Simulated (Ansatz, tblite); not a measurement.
Removing and adding an electron: cis-Cu(NH3)2Cl2 (CuN₂Cl₂H₆). Charge 0, multiplicity 2. Geometry: r2SCAN-D4/def2-SVP. Ansatz, gas phase; energy differences of separate SCF runs; the oxidised species is a singlet (the triplet lies 0.18 eV higher at PBE0-D4/def2-TZVP); the reduced species is a singlet (the triplet lies 1.45 eV higher at PBE0-D4/def2-TZVPD).

```xyz
11

Cu   -0.1551    0.8406   -0.0236
N     0.6079   -0.4018    1.4654
H     1.1695    0.3240    1.9304
H     1.2168   -1.1859    1.2258
H    -0.0810   -0.7404    2.1404
N    -0.4101   -0.6712   -1.4350
H    -1.1933   -0.2230   -1.9291
H    -0.6949   -1.6091   -1.1480
H     0.3587   -0.7719   -2.1010
Cl   -1.7558    1.9414   -1.1092
Cl    0.9373    2.4972    0.9841
```

The xTB rows come from tblite. Correlated methods freeze 21 core orbitals. No other spin state of charge 0 was run.

(1) Estimate orbital energies and vertical ionisation energies and electron affinities at: GFN1-xTB; GFN2-xTB; PBE-D4/def2-TZVP; PBE-D4/def2-TZVPD; PBE0-D4/def2-TZVP; PBE0-D4/def2-TZVPD; B2PLYP/def2-TZVPD.

## Answers

(1) 
| level | −HOMO (eV) | vertical IE (eV) | −LUMO (eV) | vertical EA (eV) | HOMO–LUMO gap (eV) | IE − EA (eV) | remarks |
| --- | --- | --- | --- | --- | --- | --- | --- |
| GFN1-xTB | – | 13.05 | – | 8.04 | – | 5.00 | – |
| GFN2-xTB | – | 12.59 | – | 6.70 | – | 5.89 | – |
| PBE-D4/def2-TZVP | 5.28 | 8.17 | 4.43 | – | 0.85 | – | restricted singlet, untested (+1 singlet) |
| PBE-D4/def2-TZVPD | 5.42 | – | 4.57 | 1.58 | 0.85 | – | HOMO above zero (-1 singlet), restricted, untested (-1 singlet) |
| PBE0-D4/def2-TZVP | 6.96 | 8.94 | 3.17 | – | 3.80 | – | restricted singlet, untested (+1 singlet) |
| PBE0-D4/def2-TZVPD | 7.08 | – | 3.26 | 1.49 | 3.81 | – | HOMO above zero (-1 singlet) |
| B2PLYP/def2-TZVPD | – | – | – | 1.89 | – | – | test for broken spin undecided (-1 singlet) |

Run but left out: B2PLYP/def2-TZVP (charge +1 singlet: restricted singlet, unstable towards broken spin symmetry).   A HOMO above zero means that the electron is unbound at that level or that self-interaction error raises the level; the energy of removing that electron tells which. HOMO and LUMO are the levels of the spin that leaves or enters (xTB has no such levels and no spin-polarisation term). Other spin states of the ions may lie lower, which would lower the ionisation energy or raise the affinity. Raw xTB energy differences between charge states are shifted by several eV; the methods need an empirical correction for them.
